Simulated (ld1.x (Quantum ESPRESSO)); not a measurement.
# silver: excitation energies, all-electron against PAW

- Element: Ag
- Generator: ld1.x (Quantum ESPRESSO) 7.5
- Type: PAW
- Functional: PBE
- Relativity: fully relativistic
- Frozen core: [Kr]
- Valence charge: 11
- Reference configuration: 4d10 5s0.75 5p0.25
- Partial waves: 5s (bound): rcut 2.30, rcutus 2.50 bohr; 5s channel at 0.2 Ry: rcut 2.30, rcutus 2.50 bohr; 5p (bound): rcut 2.00, rcutus 2.65 bohr; 5p channel at 4.5 Ry: rcut 2.00, rcutus 2.65 bohr; 4d (bound): rcut 1.60, rcutus 1.75 bohr; 4d channel at 4.65 Ry: rcut 1.60, rcutus 1.75 bohr
- Local potential: all-electron potential smoothed inside 1.45 bohr (lloc = -2)
- Core correction: Bessel-smoothed model core, default radius (core density twice the valence density)
- Augmentation charge: BESSEL, radius 1.15 bohr

Open shells are filled in proportion to 2j + 1 (rel_dist='average').

Energies are relative to the spin-unpolarised reference configuration 4d10 5s0.75 5p0.25; without spin polarisation the order of configurations can differ from experiment. Not all tests gave a result: 1 of 7 tests not solved or not reliable. Left out of the table: 4d9 5s1 5p1 (pseudo-atom not self-consistent, printed error -67.1 eV). The frozen-core shift is the all-electron ΔE with the core orbitals held at their reference shape minus the fully relaxed ΔE.

| valence configuration | charge | ΔE all-electron (eV) | error AE − PS (meV) | frozen-core shift (meV) |
| --- | --- | --- | --- | --- |
| 4d10 5s1 5p0 | 0 | -0.925 | +0.1 | 0.0 |
| 4d10 5s0 5p0 | +1 | 6.834 | +0.6 | +1.3 |
| 4d9 5s0 5p0 | +2 | 28.950 | -52 | +54 |
| 4d8 5s0 5p0 | +3 | 65.140 | -330 | +331 |
| 4d10 5s0.5 5p0 | +0.5 | 2.093 | +0.2 | +0.2 |

Q: What are ΔE and the potential's error for 4d10 5s0 5p1?

A: ΔE = 2.937 eV all-electron; the error (AE − PS) is +0.4 meV.

Levels in the configuration 4d10 5s1 5p0:

```csv
level,all-electron (eV),pseudo (eV)
4d j=3/2,-7.782,-7.781
4d j=5/2,-7.225,-7.224
5s j=1/2,-4.406,-4.408
```

The ghost test of this file was not conclusive.
